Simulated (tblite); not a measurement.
Compound: C₇H₇OS (charge +1).
SMILES with atom numbers: `[CH:1]#[C:2][CH2:3][S:4][c:5]1[cH:6][c+:7]1[O:8][CH3:9]` (hydrogens: H10 on C1; H11, H12 on C3; H13 on C6; H14, H15, H16 on C9)

The geometry is computed with GFN2-xTB (gas phase).

(1) What internal coordinates does the optimisation give?

Answers

(1) 
```json
{"bond": "C1≡C2", "length (Å)": "1.197", "order": "triple"}
{"bond": "C2–C3", "length (Å)": "1.438", "order": "single"}
{"bond": "C3–S4", "length (Å)": "1.862", "order": "single"}
{"bond": "S4–C5", "length (Å)": "1.648", "order": "single"}
{"bond": "C5–C6", "length (Å)": "1.402", "order": "aromatic"}
{"bond": "C6–C7", "length (Å)": "1.373", "order": "aromatic"}
{"bond": "C7–O8", "length (Å)": "1.261", "order": "single"}
{"bond": "O8–C9", "length (Å)": "1.440", "order": "single"}
{"bond": "C5–C7", "length (Å)": "1.425", "order": "aromatic"}
{"bond": "C1–H10", "length (Å)": "1.050", "order": "single"}
{"bond": "C3–H11, C3–H12", "length (Å)": "1.090", "order": "single"}
{"bond": "C6–H13", "length (Å)": "1.065", "order": "single"}
{"bond": "C9–H14, C9–H15, C9–H16", "length (Å)": "1.089", "order": "single"}
```

Bonds in one row agree within 0.01 Å and their mean is given. Orders are formal, as drawn. A selection of angles:
```json
{"angle": "C1–C2–C3", "degrees": "178.9"}
{"angle": "C2–C3–S4", "degrees": "110.0"}
{"angle": "C3–S4–C5", "degrees": "101.5"}
{"angle": "S4–C5–C6", "degrees": "154.1"}
{"angle": "S4–C5–C7", "degrees": "147.8"}
{"angle": "C6–C5–C7", "degrees": "58.1"}
{"angle": "C5–C6–C7", "degrees": "61.8"}
{"angle": "C6–C7–O8", "degrees": "153.7"}
{"angle": "C5–C7–C6", "degrees": "60.1"}
{"angle": "C5–C7–O8", "degrees": "146.2"}
{"angle": "C7–O8–C9", "degrees": "119.4"}
```

Torsions: C2–C3–S4–C5 132° (anticlinal); C3–S4–C5–C6 0° (synperiplanar); C6–C7–O8–C9 -1° (synperiplanar). The mirror-image conformer, all signs reversed, is as good.

Of the pairs four or more bonds apart, C6···H11 is among the closest relative to their van der Waals radii: 2.93 Å, 101 % of the sum of Bondi's values. The C–S distances run from 1.648 Å (S4–C5, drawn single) to 1.862 Å (C3–S4, drawn single), a spread of 0.214 Å. C7 (unsaturated ring carbon) has angles 153.7°, 146.2° and 60.1°, sum 360.0°, 0.00 Å off the plane of its three neighbours. C5 (unsaturated ring carbon) has angles 154.1°, 147.8° and 58.1°, sum 360.0°, 0.00 Å off the plane of its three neighbours. The 5 C–C bonds span 1.197 Å (C1≡C2, drawn triple) to 1.438 Å (C2–C3, drawn single), a spread of 0.241 Å. O8 (oxygen bonded to 2 C) is bent (angle 119.4°). The 3-membered ring C5–C6–C7 has internal angles of 58.1° to 61.8°.

Point group: C1 (no symmetry element, even within 0.4 Å). GFN2-xTB frequencies show an imaginary mode (34i cm⁻¹), so the point is no minimum at that level. 3 starts were optimised and ended at 0.00, 0.03 and 0.29 kcal/mol (GFN2-xTB); the lowest of these is shown.
